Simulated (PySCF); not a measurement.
`CC(=O)/C=C(/Cl)OCF`: 4 charge schemes on one density

C₅H₆ClFO₂.
Geometry (GFN2-xTB, Å), atoms numbered from 1 in this order:
```xyz
15
C5H6ClFO2 angstrom
C      1.699    0.266   -1.052
C      1.798   -0.899   -0.109
O      2.805   -1.560    0.008
C      0.608   -1.238    0.696
C     -0.573   -0.611    0.728
Cl    -1.829   -1.211    1.771
O     -0.876    0.464   -0.007
C     -2.110    1.107    0.139
F     -2.036    2.220   -0.617
H      2.638    0.380   -1.586
H      0.889    0.107   -1.758
H      1.479    1.175   -0.498
H      0.739   -2.101    1.331
H     -2.940    0.493   -0.246
H     -2.294    1.415    1.179
```

Density: PBE0/pcSseg-1 (PySCF); schemes: Mulliken, IAO, Hirshfeld and ESP-fitted. One conformer (not necessarily the lowest) at the GFN2-xTB geometry, without solvent, vibrations or thermal averaging.

Problem. Do the Mulliken, IAO, Hirshfeld and ESP-fitted schemes agree on where the charge is highest?

Solution. The schemes don't all agree: Mulliken C8 (+0.385); IAO C2 (+0.382); Hirshfeld C2 (+0.153); ESP-fitted C2 (+0.816).

Problem. For which atoms does the sign change between the 4 schemes (beyond +0.03 e in one, beyond −0.03 e in another)?

Solution. For none.

Problem. At which atom do the 4 schemes differ most?

Solution. At C2: from +0.153 (Hirshfeld) to +0.816 e (ESP-fitted), 0.663 e apart.

Problem. Give the atomic charges in each scheme.

Solution. In e:

| atom | environment | Mulliken | IAO | Hirshfeld | ESP-fitted |
| --- | --- | --- | --- | --- | --- |
| C1 | methyl carbon next to a carbonyl | -0.231 | -0.477 | -0.134 | -0.608 |
| C2 | ketone carbonyl carbon | +0.185 | +0.382 | +0.153 | +0.816 |
| O3 | ketone oxygen | -0.367 | -0.423 | -0.246 | -0.542 |
| C4 | alkene CH carbon | -0.131 | -0.279 | -0.107 | -0.527 |
| C5 | vinylic C–Cl carbon | +0.170 | +0.192 | +0.110 | +0.147 |
| Cl6 | vinyl chlorine | -0.060 | -0.017 | +0.019 | -0.044 |
| O7 | ether oxygen | -0.453 | -0.302 | -0.073 | -0.100 |
| C8 | sp3 C–F carbon | +0.385 | +0.232 | +0.097 | +0.224 |
| F9 | alkyl fluorine | -0.293 | -0.290 | -0.099 | -0.214 |
| H10 | methyl hydrogen | +0.139 | +0.164 | +0.050 | +0.161 |
| H11 | methyl hydrogen | +0.138 | +0.165 | +0.044 | +0.154 |
| H12 | methyl hydrogen | +0.140 | +0.167 | +0.045 | +0.158 |
| H13 | vinylic hydrogen | +0.135 | +0.187 | +0.050 | +0.213 |
| H14 | methylene hydrogen | +0.120 | +0.150 | +0.048 | +0.077 |
| H15 | methylene hydrogen | +0.122 | +0.149 | +0.045 | +0.084 |

Mean size of the charges over all atoms: ESP-fitted 0.271 e, IAO 0.238 e, Mulliken 0.205 e, Hirshfeld 0.088 e. Each set sums to the total charge, 0, to within 0.001 e. The IAO scheme counts the electrons in orthogonalised intrinsic atomic orbitals, a minimal basis polarised so that it spans the occupied orbitals exactly.

Problem. How closely do the schemes follow one another over all atoms?

Solution. Correlation coefficient and root-mean-square difference: IAO with Hirshfeld 0.95, 0.169 e; IAO with ESP-fitted 0.92, 0.151 e; Mulliken with IAO 0.91, 0.109 e; Hirshfeld with ESP-fitted 0.91, 0.262 e; Mulliken with Hirshfeld 0.87, 0.152 e; Mulliken with ESP-fitted 0.72, 0.244 e.

Problem. Sum the charges by element, for elements with more than one atom.

Solution. 
| element | atoms | Mulliken | IAO | Hirshfeld | ESP-fitted |
| --- | --- | --- | --- | --- | --- |
| C | 5 | +0.379 | +0.050 | +0.118 | +0.053 |
| O | 2 | -0.820 | -0.725 | -0.319 | -0.642 |
| H | 6 | +0.794 | +0.982 | +0.281 | +0.848 |

Problem. How many electrons does the Mulliken scheme count on C4?

Solution. Z − q = 6 − (-0.131) = 6.131.
